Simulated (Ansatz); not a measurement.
`C[NH][GeH3]` + `BNC=C` → `B[N]([GeH3])C=C` + CH₃NH₂  (ligand exchange at a Ge–N bond)

Gas-phase electronic energies from Ansatz, PBE0-D4/def2-TZVP geometries. CBS: MP2 limit from def2 TZ/QZ plus the TZ coupled-cluster correction, frozen cores. Functionals use def2-TZVPP. B3LYP here is the variant with VWN-RPA as its local correlation; programs differ in this. For Ge outer-core shells are correlated without core-valence functions, which leaves a few kJ/mol of doubt a bond. Scalar relativity is left out up to krypton. One conformer a species, not always the lowest.

```json
{"level": "r2SCAN-D4", "ΔE (kJ/mol)": "4.4", "difference from CCSD(T)/CBS": "7.1"}
{"level": "PBE0-D4", "ΔE (kJ/mol)": "3.3", "difference from CCSD(T)/CBS": "6.0"}
{"level": "B3LYP-D4", "ΔE (kJ/mol)": "3.4", "difference from CCSD(T)/CBS": "6.1"}
{"level": "ωB97X-V", "ΔE (kJ/mol)": "2.8", "difference from CCSD(T)/CBS": "5.5"}
{"level": "PBE", "ΔE (kJ/mol)": "8.3", "difference from CCSD(T)/CBS": "11.0"}
{"level": "r2SCAN", "ΔE (kJ/mol)": "5.5", "difference from CCSD(T)/CBS": "8.2"}
{"level": "B3LYP", "ΔE (kJ/mol)": "10.2", "difference from CCSD(T)/CBS": "12.9"}
{"level": "HF/def2-TZVPP", "ΔE (kJ/mol)": "10.6", "difference from CCSD(T)/CBS": "13.3"}
{"level": "MP2/def2-TZVPP", "ΔE (kJ/mol)": "-4.7", "difference from CCSD(T)/CBS": "-2.0"}
{"level": "SCS-MP2/def2-TZVPP", "ΔE (kJ/mol)": "-2.2", "difference from CCSD(T)/CBS": "0.5"}
{"level": "CCSD(T)/def2-TZVPP", "ΔE (kJ/mol)": "-3.1", "difference from CCSD(T)/CBS": "-0.4"}
{"level": "HF/def2-QZVPP", "ΔE (kJ/mol)": "10.5", "difference from CCSD(T)/CBS": "13.2"}
{"level": "MP2/def2-QZVPP", "ΔE (kJ/mol)": "-4.5", "difference from CCSD(T)/CBS": "-1.8"}
{"level": "SCS-MP2/def2-QZVPP", "ΔE (kJ/mol)": "-1.9", "difference from CCSD(T)/CBS": "0.8"}
{"level": "MP2/CBS(def2)", "ΔE (kJ/mol)": "-4.4", "difference from CCSD(T)/CBS": "-1.7"}
{"level": "CCSD/CBS(def2)", "ΔE (kJ/mol)": "-0.6", "difference from CCSD(T)/CBS": "2.1"}
{"level": "CCSD(T)/CBS", "ΔE (kJ/mol)": "-2.7", "difference from CCSD(T)/CBS": "0"}
```

Largest T1 diagnostic among the species: 0.013.

The D4 term adds −6.8 kJ/mol with B3LYP and −3.7 kJ/mol with PBE0; it sums over pairs of atoms, weighted by their polarisabilities, and B3LYP, whose exchange is more repulsive, gets the larger term. In def2-TZVPP, CCSD(T) changes the Hartree–Fock value by −13.7 kJ/mol (the triples alone add −2.1 kJ/mol) and MP2 by −15.3 kJ/mol.
